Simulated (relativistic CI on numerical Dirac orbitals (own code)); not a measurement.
**Ligand-field terms of d2**

Computed with a parametric ligand-field model of a d^n configuration (Racah B and C, spin-orbit zeta, crystal field), exact diagonalisation.

Field parameters in Wybourne normalisation: Oh B⁴₀ = 21Dq, B⁴₄ = √(5/14) B⁴₀; Td as Oh with Dq negative (B⁴₀ = 21Dq, B⁴₄ = √(5/14) B⁴₀). The field is a parameter set, without covalency.

(1) Lowest levels for B = 620, C = 2790, ζ = 1450 cm⁻¹, Td, 10Dq = -10500 cm⁻¹?

(2) Lowest levels for B = 1010, C = 4730, ζ = 180 cm⁻¹, Oh, 10Dq = 30150 cm⁻¹?

(3) Lowest levels for B = 910, C = 4310, ζ = 650 cm⁻¹, Oh, 10Dq = 39300 cm⁻¹?

(4) Lowest levels for B = 1040, C = 4830, ζ = 230 cm⁻¹, Td, 10Dq = -8200 cm⁻¹?

(5) Lowest levels for B = 390, C = 1980, ζ = 800 cm⁻¹, Oh, 10Dq = 4550 cm⁻¹?

## Answers

(1) T2 0 (S 1.00), E 8366 (S 0.64), A2 10297 (S 1.00), T2 10593 (S 0.99), T1 11094 (S 1.00), E 12669 (S 0.63), A1 15638 (S 0.75), T2 16148 (S 1.00), E 16635 (S 0.97) cm⁻¹, with S from ⟨S²⟩ = S(S + 1). The ground level has 1.95 electrons in the cubic e pair.

(2) E 0 (S 1.00), T2 2 (S 1.00), T1 230 (S 1.00), A1 344 (S 1.00), T2 16134 (S 0.00), E 16346 (S 0.00), A2 28063 (S 1.00), T2 28111 (S 1.00), T1 28198 (S 1.00) cm⁻¹, with S from ⟨S²⟩ = S(S + 1). The ground level has 0.02 electrons in the cubic e pair.

(3) E 0 (S 1.00), T2 16 (S 1.00), T1 819 (S 1.00), A1 1199 (S 1.00), T2 14863 (S 0.01), E 15013 (S 0.00), A1 33257 (S 0.01), A2 37307 (S 1.00), T2 37480 (S 1.00) cm⁻¹, with S from ⟨S²⟩ = S(S + 1). The ground level has 0.01 electrons in the cubic e pair.

(4) T2 0 (S 1.00), A2 8100 (S 1.00), T2 8158 (S 1.00), E 8237 (S 1.00), T1 8264 (S 1.00), E 13703 (S 1.00), T2 13704 (S 1.00), T1 14005 (S 1.00), A1 14144 (S 1.00) cm⁻¹, with S from ⟨S²⟩ = S(S + 1). The ground level has 2.00 electrons in the cubic e pair.

(5) E 0 (S 0.99), T2 204 (S 0.99), T1 1405 (S 1.00), A1 2047 (S 1.00), T2 4439 (S 0.95), A2 4631 (S 1.00), T1 5333 (S 1.00), E 5483 (S 1.00), E 7505 (S 0.19) cm⁻¹, with S from ⟨S²⟩ = S(S + 1). The ground level has 0.15 electrons in the cubic e pair.
